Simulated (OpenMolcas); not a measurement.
**Nb3+: effect of the metal basis**

Nb3+ with 4 ligands (chloride) in tetrahedral coordination (Td) at 2.35 Å. A charge of +0.25 e stands 2.6 Å behind each ligand.

```
Program             : OpenMolcas
Method              : SS-CASPT2, IPEA 0.25 Eh, imaginary shift 0.1 Eh (closed shells correlated: 4s 4p and the ligand valence shells)
Spin-orbit coupling : RASSI with atomic mean-field integrals over the reference wave functions
```

Fixed: ligand basis ANO-RCC-VDZP, active space 2 electrons in 5 orbitals (4d), DKH2 Hamiltonian.

States (labels of Td). Energies in cm-1 above the lowest state or level, χT in cm3 K/mol.

```json
{"Run": "A", "Metal basis": "ANO-RCC-VDZP", "Ground state": "3A2", "First state of that spin": "3T2 7510", "First gap with spin-orbit (degeneracies)": "6320 (3, 2)", "χT at 300 K": "0.844", "First state of another spin": "1E 6670", "Cost": "roughly 70 core-seconds"}
{"Run": "B", "Metal basis": "ANO-RCC-VTZP", "Ground state": "3A2", "First state of that spin": "3T2 7460", "First gap with spin-orbit (degeneracies)": "5960 (3, 2)", "χT at 300 K": "0.846", "First state of another spin": "1E 6220", "Cost": "roughly 2.9 core-minutes"}
```

Against A, the first state of the same spin changes by -0.7 % in B.

Costs are those of the CASPT2 steps.

Roots that are degenerate in the reference are averaged as groups; the widest CASPT2 spread within a group is 560 cm-1 (the 3-fold group of multiplicity 1 near 13700 cm-1 above the lowest state of its run, A). Shifts and gaps below about the spread of the groups concerned are not significant. Over all roots computed the reference weight is 0.72 to 0.74 in A, 0.71 to 0.73 in B; a low but even weight reflects the number of correlated electrons. Ligand-to-metal charge-transfer states are missing. These CASPT2 states fit no ligand-field parameters well, so their order and spin gaps are uncertain. With no ligand orbital active B as a rule stays too high, so bands that hang on it stand too high and its fall with covalency is understated. With one d shell and no ligand orbital active, 10Dq can be off by a tenth or more. The least metal-like active orbital is 77 % on the metal (Löwdin) and no ligand orbital is active, so the numbers are rough (holds for A). The least metal-like active orbital is 76 % on the metal (Löwdin) and no ligand orbital is active, so the numbers are rough (holds for B). No measured value stands beside these numbers; the geometry was imposed, not optimised, and the real ion may take another.
